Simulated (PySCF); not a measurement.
CClF₂ (SMILES F[C](F)Cl), doublet, geometry from GFN2-xTB, with bond 1-2 at 2.0 times its length; PySCF with HF/6-31G**.

Here is a job for PySCF.
```python
from pyscf import gto, scf

mol = gto.M(
    atom='''
F    -1.893009   -2.055113   -0.371187
C    -0.393564    0.039396    0.308836
F    -0.982056    1.161434   -0.102432
Cl    1.264086   -0.095209   -0.038268
''',
    basis='6-31g**',
    charge=0,
    spin=1,
    verbose=4,
)

mf = scf.UHF(mol)
mf.init_guess = 'huckel'
mf.kernel()
```

The log (banner, timings and long lists left out):

```
PySCF version 2.14.0

[INPUT] verbose = 4
[INPUT] num. atoms = 4
[INPUT] num. electrons = 41
[INPUT] charge = 0
[INPUT] spin (= nelec alpha-beta = 2S) = 1
[INPUT] symmetry False subgroup None
[INPUT] Mole.unit = angstrom
[INPUT] Symbol           X                Y                Z      unit          X                Y                Z       unit  Magmom
[...]
nuclear repulsion = 129.877384884622
number of shells = 26
number of NR pGTOs = 132
number of NR cGTOs = 60
basis = 6-31g**
ecp = {}

******** <class 'pyscf.scf.uhf.UHF'> ********
method = UHF
initial guess = huckel
damping factor = 0
level_shift factor = 0
DIIS = <class 'pyscf.scf.diis.CDIIS'>
diis_start_cycle = 1
diis_space = 8
diis_damp = 0
SCF conv_tol = 1e-09
SCF conv_tol_grad = None
SCF max_cycles = 50
direct_scf = True
direct_scf_tol = 1e-13
number electrons alpha = 21  beta = 20
Set gradient conv threshold to 3.16228e-05
Initial guess from on-the-fly Huckel, doi:10.1021/acs.jctc.8b01089.
Spherically averaged atomic HF for {'C', 'F', 'Cl'}

******** <class 'pyscf.scf.atom_hf.AtomSphAverageRHF'> ********
method = AtomSphAverageRHF
initial guess = minao
damping factor = 0
level_shift factor = 0
DIIS = <class 'pyscf.scf.diis.CDIIS'>
diis_start_cycle = 1
diis_space = 8
diis_damp = 0
SCF conv_tol = 1e-09
SCF conv_tol_grad = None
SCF max_cycles = 50
direct_scf = True
direct_scf_tol = 1e-13
atom = F
Set gradient conv threshold to 3.16228e-05
Initial guess from minao.
init E= -98.9952075031686
cycle= 1 E= -99.0141572376525  delta_E= -0.0189  |g|=    0  |ddm|= 0.0165
cycle= 2 E= -99.0141954013822  delta_E= -3.82e-05  |g|=    0  |ddm|= 0.0131
cycle= 3 E= -99.0142037340484  delta_E= -8.33e-06  |g|=    0  |ddm|= 0.00383
cycle= 4 E= -99.0142037698912  delta_E= -3.58e-08  |g|=    0  |ddm|= 0.000372
cycle= 5 E= -99.0142037699048  delta_E= -1.36e-11  |g|=    0  |ddm|= 6.09e-06
Extra cycle  E= -99.0142037699048  delta_E= 2.84e-14  |g|=    0  |ddm|= 1.47e-09
Atomic HF for atom  F  converged. SCF energy = -99.0142037699048

******** <class 'pyscf.scf.atom_hf.AtomSphAverageRHF'> ********
method = AtomSphAverageRHF
initial guess = minao
damping factor = 0
level_shift factor = 0
DIIS = <class 'pyscf.scf.diis.CDIIS'>
diis_start_cycle = 1
diis_space = 8
diis_damp = 0
SCF conv_tol = 1e-09
SCF conv_tol_grad = None
SCF max_cycles = 50
direct_scf = True
direct_scf_tol = 1e-13
atom = C
Set gradient conv threshold to 3.16228e-05
Initial guess from minao.
init E= -37.2760277011609
[...]
Extra cycle  E= -459.24591534426  delta_E= -1.14e-13  |g|=    0  |ddm|= 3.37e-08
Atomic HF for atom  Cl  converged. SCF energy = -459.24591534426

init E= -694.90549751597
cycle= 1 E= -689.265723521006  delta_E= 5.64  |g|=  2.6  |ddm|= 3.19
cycle= 2 E= -668.453038084455  delta_E= 20.8  |g|= 3.92  |ddm|= 6.77
cycle= 3 E= -695.178635774384  delta_E= -26.7  |g|= 1.07  |ddm|= 6.33
cycle= 4 E= -695.750625758558  delta_E= -0.572  |g|= 0.496  |ddm|= 1.75
cycle= 5 E= -695.831379488706  delta_E= -0.0808  |g|= 0.286  |ddm|= 0.391
cycle= 6 E= -695.883405860748  delta_E= -0.052  |g|= 0.101  |ddm|= 0.35
cycle= 7 E= -695.90288303712  delta_E= -0.0195  |g|= 0.083  |ddm|= 0.256
cycle= 8 E= -695.909228352853  delta_E= -0.00635  |g|= 0.0569  |ddm|= 0.0899
cycle= 9 E= -695.909963140578  delta_E= -0.000735  |g|= 0.0578  |ddm|= 0.0101
cycle= 10 E= -695.902964241522  delta_E= 0.007  |g|= 0.0663  |ddm|= 0.16
cycle= 11 E= -695.90467549281  delta_E= -0.00171  |g|= 0.0392  |ddm|= 0.13
cycle= 12 E= -695.907018286333  delta_E= -0.00234  |g|= 0.0422  |ddm|= 0.184
cycle= 13 E= -695.907377266793  delta_E= -0.000359  |g|= 0.0212  |ddm|= 0.0859
cycle= 14 E= -695.907814040647  delta_E= -0.000437  |g|= 0.0102  |ddm|= 0.0617
cycle= 15 E= -695.907869838205  delta_E= -5.58e-05  |g|= 0.00495  |ddm|= 0.0445
cycle= 16 E= -695.907864532982  delta_E= 5.31e-06  |g|= 0.00211  |ddm|= 0.0164
cycle= 17 E= -695.907867577544  delta_E= -3.04e-06  |g|= 0.000957  |ddm|= 0.00702
cycle= 18 E= -695.907868747006  delta_E= -1.17e-06  |g|= 0.000395  |ddm|= 0.00283
cycle= 19 E= -695.907869636712  delta_E= -8.9e-07  |g|= 0.000306  |ddm|= 0.002
cycle= 20 E= -695.907870247474  delta_E= -6.11e-07  |g|= 0.00021  |ddm|= 0.00188
cycle= 21 E= -695.907870672207  delta_E= -4.25e-07  |g|= 0.000151  |ddm|= 0.00173
cycle= 22 E= -695.907870950083  delta_E= -2.78e-07  |g|= 0.000105  |ddm|= 0.00171
cycle= 23 E= -695.907871063099  delta_E= -1.13e-07  |g|= 7.86e-05  |ddm|= 0.00125
cycle= 24 E= -695.907871088929  delta_E= -2.58e-08  |g|= 4.36e-05  |ddm|= 0.00066
cycle= 25 E= -695.907871093745  delta_E= -4.82e-09  |g|= 2.11e-05  |ddm|= 0.000297
cycle= 26 E= -695.907871095164  delta_E= -1.42e-09  |g|= 1.5e-05  |ddm|= 0.00015
cycle= 27 E= -695.907871095457  delta_E= -2.93e-10  |g|= 1.5e-05  |ddm|= 5.5e-05
Extra cycle  E= -695.907871096836  delta_E= -1.38e-09  |g|= 2.37e-05  |ddm|= 4.55e-05
converged SCF energy = -695.907871096836  <S^2> = 0.81457845  2S+1 = 2.0635682
```
